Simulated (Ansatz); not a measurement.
Geometry optimisation, RKS B3LYP-D4/def2-SVP (Ansatz).

input.yaml

```yaml
crystal:
  periodic: [false, false, false]
  atoms:
    - { symbol: Si, position_ang: [-0.1531, 0.5521, 0.704] }
    - { symbol: S, position_ang: [2.2038, -0.2511, 0.3207] }
    - { symbol: O, position_ang: [-0.9869, -0.7328, 1.0878] }
    - { symbol: C, position_ang: [-0.5233, -1.4903, -0.0011] }
    - { symbol: H, position_ang: [0.8476, -1.3427, -0.1455] }
    - { symbol: H, position_ang: [-0.0195, 1.3792, 1.8928] }
    - { symbol: C, position_ang: [-0.4411, 1.4677, -0.9253] }
    - { symbol: H, position_ang: [2.3168, -0.7619, 1.5358] }
    - { symbol: H, position_ang: [-0.6967, -2.5449, 0.2411] }
    - { symbol: H, position_ang: [-1.0515, -1.2743, -0.9271] }
    - { symbol: H, position_ang: [-0.8305, 2.4629, -0.7343] }
    - { symbol: H, position_ang: [0.484, 1.5838, -1.4826] }
    - { symbol: H, position_ang: [-1.1495, 0.9521, -1.5662] }
basis:
  gaussian: { orbitals: def2-SVP }
hamiltonian:
  xc: b3lyp
  dispersion: d4
relax:
  f_tol: 0.15
  max_steps: 25
  restrain:
    - { distance: [4, 1], at: 2.66, k: 30.0 }
    - { distance: [0, 3], at: 3.17, k: 30.0 }
    - { distance: [0, 1], at: 2.16, k: 30.0 }
    - { distance: [4, 3], at: 1.07, k: 30.0 }
output:
  orbitals: {}
```

Run as:

```bash
$ ansatz run input.yaml --threads 2 --pin off --max-ram 3072MiB --backend cpu --events-out ev --progress --plain --runs-dir out
```

Question: Where does it end, and by what steps?

Answer: The forces met the threshold. The restraints hold the end off the free minimum. After 14 steps the energy has fallen by 2.270 eV (the restraints' own energy left out); H13 moved furthest, 1.31 Å. Parted: Si1–C4. Joined: C4–H5.

```csv
step,energy less start (eV),largest force component (eV/Å),accepted
0,0.0000,3.930,yes
1,-1.3330,3.256,yes
2,-1.4457,6.185,yes
3,-1.4906,5.230,yes
4,-1.7936,4.330,yes
5,-1.9487,3.838,yes
6,-2.0582,3.564,yes
7,-2.1438,3.428,yes
8,-2.2034,3.297,yes
9,-2.2150,3.279,yes
10,-2.2527,3.295,yes
11,-2.2478,3.336,no
12,-2.2596,3.318,yes
13,-2.2623,3.332,yes
14,-2.2695,3.298,yes
```

```xyz
13
Properties=species:S:1:pos:R:3
Si 0.022 0.781 0.511
S 2.071 0.091 0.383
O -0.785 -0.755 0.242
C -0.406 -2.194 -0.044
H 0.685 -2.164 -0.077
H -0.357 1.292 1.855
C -0.340 2.008 -0.845
H 2.026 -0.527 1.585
H -0.785 -2.823 0.773
H -0.843 -2.485 -1.009
H 0.057 3.008 -0.600
H 0.089 1.680 -1.806
H -1.434 2.087 -0.966
```

Whether the end is a true minimum wasn't checked by a vibrational analysis.

Run time: 46 s on 2 threads of Arm Neoverse V2, on a shared host, peak memory 0.28 GiB.
